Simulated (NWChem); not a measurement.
Species: C₃HF₃O; SMILES FC1=COC1(F)F

```xyz
8

F     -0.8913    -1.9441     0.0000
C     -0.0176    -0.9539     0.0000
C      1.3169    -0.7881     0.0000
O      1.3060     0.6342     0.0000
C     -0.1409     0.5675     0.0000
F     -0.6565     1.1604    -1.0851
F     -0.6565     1.1604     1.0851
H      2.2589    -1.3479     0.0000
```
Atoms are numbered in this order, from 1.

Level: PBE-D3(BJ)/def2-SVP (NWChem), optimised geometry, unscaled harmonic frequencies. 

### Question
List the harmonic frequencies with IR intensities, and the thermochemistry.

### Answer
```tsv
frequency (cm⁻¹)	IR intensity (km/mol)
163	0.5
240	2.6
259	0.8
446	0.0
469	2.4
595	16.3
602	6.6
704	23.9
768	6.6
804	21.0
829	64.3
1025	86.7
1206	85.2
1207	297.6
1232	121.2
1343	216.3
1744	78.0
3216	5.8
```

| Property | Result |
|---|---|
| zero-point energy | 24.1 kcal/mol |
| thermal correction to the enthalpy at 298.15 K (with zero-point energy) | 28.3 kcal/mol |
| heat capacity Cv | 20.0 cal/(mol K) |
| entropy at 298.15 K and 1 atm (symmetry number 1) | 76.7 cal/(mol K) |
| dipole moment | 1.75 D |

Rigid rotor and harmonic oscillator.
